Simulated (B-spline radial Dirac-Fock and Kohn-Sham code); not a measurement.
## Binding energies of Ru³⁺ at several levels of theory

System: the Ru³⁺ ion in the configuration [Kr] 4d5.

The density-functional columns are spherical, spin-unpolarised Dirac-Kohn-Sham results without Breit or QED terms: −ε is minus the orbital energy of the initial state and ΔSCF the difference of two total energies. The reference in the last column comes from ΔSCF Dirac-Fock with Breit, self-energy and vacuum polarisation, finite nucleus, configuration average. All numbers are from a radial atomic solver, in eV; a selection of levels is shown. The Kohn-Sham columns are given as differences from the reference. For the 1s level of heavy atoms much of the gap between ΔSCF and the reference is the Breit and QED part, -63.3 eV here; for other levels the error of the functional can be larger.

```
level  LDA −ε − DF  LDA ΔSCF − DF  PBE −ε − DF  PBE ΔSCF − DF  Dirac-Fock
    K       -233.1          +56.2       -204.1          +86.0     22164.9
   L1        -94.5          -43.4        -91.2          -40.3      3278.6
   L2        -69.5           -6.4        -68.4           -5.5      3016.4
   L3        -71.2          -11.0        -70.3          -10.2      2887.4
   M1        -46.6          -27.9        -45.5          -26.9       636.1
   M2        -36.5          -17.5        -36.2          -17.3       533.9
   M3        -36.2          -17.7        -36.0          -17.4       511.4
   M4        -19.9           -0.1        -20.3           -0.5       331.3
   M5        -20.1           -0.5        -20.4           -0.9       327.2
   N1        -15.3           -6.2        -15.3           -6.3       126.3
   N2         -9.9           -1.3        -10.1           -1.5       93.15
   N3        -10.0           -1.5        -10.1           -1.6       89.65
 N4,5         -5.4           +1.7         -5.6           +1.5       42.98
```

Values without a named source are computed, but for edge energies of neutral atoms, which are taken from tables.
